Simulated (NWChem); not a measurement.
# SnH2, singlet; SMILES [SnH2]

Low-valent species are run as closed-shell singlets; no triplet was tried in these runs. def2 effective core potentials on Sn; no spin-orbit coupling.

**Question.** Give the equilibrium geometry at PBE0/def2-SVP with def2 effective core potentials on Sn (NWChem) as a Z-matrix, with the point group.

**Answer.** point group C2v; any orientation.
```
Sn
H 1 1.7808
H 1 1.7808 2 90.24
```
